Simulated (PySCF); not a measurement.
Stepwise substitution at one centre (B CH3-SH). Gas-phase values, no solvent. One relaxed conformer stands for each flexible species; it need not be the lowest. Strings in code marks are SMILES.

The numbers are results of PySCF 2.14.0 with PBE-D3(BJ)/def2-TZVP // B3LYP-D3(BJ)/def2-TZVP, not measurements. Excitations are Tamm–Dancoff values on a coarser integration grid. The basis has no diffuse functions, so Rydberg states are missing or too high.

| species | brightest of the four lowest singlets (TDA) (eV) | T1 excitation (TDA) (eV) | HOMO–LUMO gap (eV) | LUMO (eV) |
|---|---|---|---|---|
| 0 of 3 CH3 replaced by SH (`CB(C)C`) | [?] | 5.57 | 5.95 | [?] |
| 1 of 3 CH3 replaced by SH | 6.35 | 4.80 | 5.32 | -1.32 |
| 2 of 3 CH3 replaced by SH (`B(S)(S)C` (S–B–S–H torsion -180°, S–B–S–H torsion 180°)) | [?] | 4.39 | 4.71 | -1.48 |
| 3 of 3 CH3 replaced by SH (`SB(S)S`) | [?] | 4.45 | 4.75 | -1.61 |

Q: Complete the blanks.

A: 
- 0 of 3 CH3 replaced by SH (`CB(C)C`), brightest of the four lowest singlets (TDA) (eV): 7.30
- 0 of 3 CH3 replaced by SH (`CB(C)C`), LUMO (eV): -1.16
- 2 of 3 CH3 replaced by SH (`B(S)(S)C` (S–B–S–H torsion -180°, S–B–S–H torsion 180°)), brightest of the four lowest singlets (TDA) (eV): 5.68
- 3 of 3 CH3 replaced by SH (`SB(S)S`), brightest of the four lowest singlets (TDA) (eV): 5.63
